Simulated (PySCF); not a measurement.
An unknown shows these calculated signals:

1H NMR (300 MHz, computed): δ 6.84 (m, 1H), 6.79 (m, 1H), 6.67 (m, 1H), 6.65 (m, 1H), 5.26 (s, 2H), 2.91 (m, 2H).

13C{1H} NMR (computed): δ 150.5 (C), 140.2 (CH), 139.4 (CH), 134.4 (CH), 123.2 (CH), 65.5 (CH2), 44.3 (CH2).

- geometry: GFN2-xTB
- PBE0/pcSseg-1 with gauge-including orbitals
- run in PySCF 2.14.0 with density-fitted response routines
- gas phase, no relativistic terms, averaged over atoms made equivalent by symmetry, fast rotation or ring inversion, a single conformation

Chemical shifts δ = σref − σ; 1H and 13C vs TMS, all at this level.

Problem. Which of these does the molecule contain: a non-aromatic C=C double bond, an NH or NH2 group, a tert-butyl group, a (CH3)2CH unit?

Solution. 
- A non-aromatic C=C double bond: yes.
- An NH or NH2 group: no.
- A tert-butyl group: no.
- A (CH3)2CH unit: no.

The data belong to `FC(F)OCC1=CC=CC1`, C7H8F2O; they needn't prove each group on their own.

Carbon signals by region: 5 in the sp2 and nitrile region (100–160 ppm), 1 at 50–100 ppm, 1 below 50 ppm.

Splittings by 19F in the carbon and heteronuclear signals aren't shown, as no couplings were computed. Shifts are as computed. Against solution values, carbons near 30 ppm lie about +3 ppm off and those near 130 ppm about +5 ppm. Of 1211 compounds with measured shifts, 218 miss one by over three times the rms of a fit or turn the order of signals round; such compounds aren't used in these exercises. Multiplicities follow the n + 1 count of equivalent neighbours, as no J values were calculated; m marks all less simple cases, F and P coupling included.
